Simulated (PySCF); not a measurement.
SMILES [C]=C=[C] (C3) (CAM-B3LYP/def2-SVP optimised geometry):

```
3

C      1.289     0.000     0.000
C      0.000     0.000     0.000
C     -1.289     0.000     0.000
```

Computed with CAM-B3LYP/def2-TZVP run with PySCF.

Q: What are the frontier orbital energies and the dipole moment?

A: HOMO-2 -12.01 eV, HOMO-1 -12.01 eV, HOMO -11.16 eV, LUMO -3.36 eV, LUMO+1 -3.36 eV; dipole moment 0.00 D.

On the same geometry PBE/def2-TZVP in PySCF gives HOMO-2 -9.67 eV, HOMO-1 -8.79 eV, HOMO -7.92 eV, LUMO -5.54 eV, LUMO+1 -5.54 eV; dipole moment 0.00 D.

Meta-Löwdin charges at CAM-B3LYP/def2-TZVP: C1 0.09, C2 -0.18, C3 0.09.
